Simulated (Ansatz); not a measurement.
Au₃I₂. Total charge 0; doublet. Geometry PBE-D4/def2-SVP.

```tsv
atom	x (Å)	y (Å)	z (Å)
Au1	0.012	1.057	-1.433
Au2	-2.227	0.401	-0.134
Au3	0.887	-0.616	0.671
I4	-1.348	-1.249	1.934
I5	2.675	0.406	-1.038
```

In the def2 sets Au, I take a core potential; there is no spin–orbit coupling. HSE06 is defined as in plane-wave codes, on full-range PBE exchange. No other spin state of charge 0 was run. The structure comes from a short search, and lower isomers may exist.

Problem. Estimate the α-spin orbital energies around the gap (eV) in Ansatz with PBE-D4/def2-SVP, PBE-D4/def2-TZVP, PBE0-D4/def2-TZVP, HSE06-D4/def2-TZVP, ωB97M-V/def2-TZVP.

Solution. 
```tsv
orbital	PBE-D4/def2-SVP	PBE-D4/def2-TZVP	PBE0-D4/def2-TZVP	HSE06-D4/def2-TZVP	ωB97M-V/def2-TZVP
HOMO−13	-8.12	-8.11	-9.48	-9.08	-11.93
HOMO−12	-7.83	-7.80	-9.40	-8.99	-11.91
HOMO−11	-7.79	-7.77	-9.32	-8.91	-11.81
HOMO−10	-7.72	-7.69	-9.06	-8.66	-11.52
HOMO−9	-7.49	-7.48	-9.02	-8.62	-11.48
HOMO−8	-7.46	-7.44	-8.98	-8.57	-11.40
HOMO−7	-7.36	-7.34	-8.82	-8.41	-11.30
HOMO−6	-7.19	-7.17	-8.77	-8.36	-11.29
HOMO−5	-7.18	-7.17	-8.43	-8.05	-10.42
HOMO−4	-6.85	-6.87	-8.00	-7.61	-10.10
HOMO−3	-6.63	-6.61	-7.78	-7.39	-9.85
HOMO−2	-6.55	-6.54	-7.64	-7.25	-9.68
HOMO−1	-6.30	-6.32	-7.42	-7.03	-9.47
HOMO	-5.61	-5.63	-6.42	-6.06	-8.18
LUMO	-3.54	-3.57	-2.84	-3.19	-1.11
LUMO+1	-2.90	-2.92	-2.00	-2.37	-0.08
LUMO+2	-1.34	-1.45	-0.91	-1.25	0.33
LUMO+3	-1.31	-1.43	-0.87	-1.20	0.41
LUMO+4	-0.12	-0.32	0.31	-0.03	1.54
LUMO+5	0.29	0.01	0.66	0.31	2.00
β HOMO	-6.25	-6.28	-7.37	-6.99	-9.43
β LUMO	-5.20	-5.20	-4.45	-4.81	-2.75
```
